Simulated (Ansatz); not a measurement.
Start from `BO[SiH2]Br` and change one atom or group to get `BO[SiH2]C#C`.

Ansatz, PBE0-D4/def2-TZVP geometries, multiplicity 1. Each molecule was computed in one conformer, which needn't be the lowest.

Scalar relativity is left out up to krypton.

```json
{"property": "HOMO energy (ωB97M-V/def2-TZVPP) / eV", "`BO[SiH2]Br`": "-10.84"}
{"property": "LUMO energy (ωB97M-V/def2-TZVPP) / eV", "`BO[SiH2]Br`": "0.94"}
{"property": "HOMO energy (B3LYP/def2-TZVPP) / eV", "`BO[SiH2]Br`": "-8.36"}
{"property": "ideal-gas entropy at 298 K and 1 bar (rigid rotor, harmonic PBE0-D4/def2-TZVP) / J/(mol·K)", "`BO[SiH2]Br`": "339"}
{"property": "HOMO–LUMO gap (ωB97M-V/def2-TZVPP) / eV", "`BO[SiH2]Br`": "11.78"}
{"property": "size of the dipole moment (PBE/def2-TZVPP) / D", "`BO[SiH2]Br`": "1.05"}
```

**Question.** What does the change do to each property? (Best estimate.)

**Answer.** The calculation gave: 
```csv
property,`BO[SiH2]C#C`,shift
HOMO energy (ωB97M-V/def2-TZVPP) / eV,-10.73,0.11
LUMO energy (ωB97M-V/def2-TZVPP) / eV,1.13,0.19
HOMO energy (B3LYP/def2-TZVPP) / eV,-8.24,0.12
"ideal-gas entropy at 298 K and 1 bar (rigid rotor, harmonic PBE0-D4/def2-TZVP) / J/(mol·K)",344,5
HOMO–LUMO gap (ωB97M-V/def2-TZVPP) / eV,11.86,0.08
size of the dipole moment (PBE/def2-TZVPP) / D,1.36,0.31
```

The zero-point energy changes by 47.2 kJ/mol with +6 modes. Dipoles are sizes alone; their direction can turn. Modes under 60 cm⁻¹, often nearly free rotors, make the harmonic entropy too high.

B3LYP here is the variant with VWN-RPA as its local correlation; programs differ in this.

Spin–orbit coupling is left out; it splits and shifts lone-pair levels of the heavy atoms by tenths of an eV.
